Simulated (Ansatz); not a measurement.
`COC(F)Br` + H₂ → `COCF` + HBr at 700 K and 1 bar (hydrogenolysis of a C–Br bond).

Program: Ansatz. Geometries: PBE0-D4/def2-TZVP. ΔE: electronic, gas phase. CCSD(T)/CBS is the MP2 limit (def2-TZVPP, def2-QZVPP) plus CCSD(T) − MP2 in def2-TZVPP, frozen cores. This one scheme is used for every species. For Br outer-core shells are correlated without core-valence functions, which leaves a few kJ/mol of doubt a bond. Scalar relativity is left out up to krypton. Each species was taken in one conformer, which may not be the lowest.

```tsv
species	CCSD(T)/CBS energy (Eh)	H − E (kJ/mol)	S (J/(mol·K))
`COC(F)Br`	-2826.77211	229.5	427.7
H₂	-1.17544	46.8	155.3
`COCF`	-254.05716	247.4	371.6
HBr	-2573.91920	36.5	223.7
```

H − E and S are ideal-gas, rigid-rotor, harmonic terms from PBE0-D4/def2-TZVP, for one conformer and one mirror image of each species. For small species the MP2-based limit differs from directly extrapolated CCSD(T) by up to some mEh (0.8 for H₂); such offsets cancel only in part. 1 Eh = 2625.50 kJ/mol, R = 8.31446 J/(mol·K).

Task: By hand: ΔE, ΔH, ΔS and ΔG.

Result: ΔE = (-254.05716) + (-2573.91920) − (-2826.77211) − (-1.17544) = -0.02881 Eh = -75.6 kJ/mol. Δ(H − E) = 247.4 + 36.5 − 229.5 − 46.8 = 7.6, so ΔH = -68.0 kJ/mol. ΔS = 371.6 + 223.7 − 427.7 − 155.3 = 12.3 J/(mol·K). ΔG = -68.0 − 700 × (12.3)/1000 = -76.6 kJ/mol.

Task: By hand: the equilibrium constant, and the temperature at which ΔG would vanish if ΔH and ΔS stayed fixed.

Result: log₁₀ K = −ΔG/(RT ln 10) = 5.7. ΔH and −TΔS have one sign here, so there is no such temperature.

The number of gas molecules stays the same, so ΔS is small and ΔH decides. A doubt of 5 kJ/mol in ΔE shifts log₁₀ K by 0.4 here. Other conformers and mirror images would add mixing entropy, several J/(mol·K) or more a flexible species. These are equilibria of isolated gas molecules and say nothing of rates. Largest T1 diagnostic: 0.011 (customary marks: 0.02 for closed shells, 0.045 for open ones).

ΔS is within the doubt of such terms, so its sign, and with it that verdict, could turn.
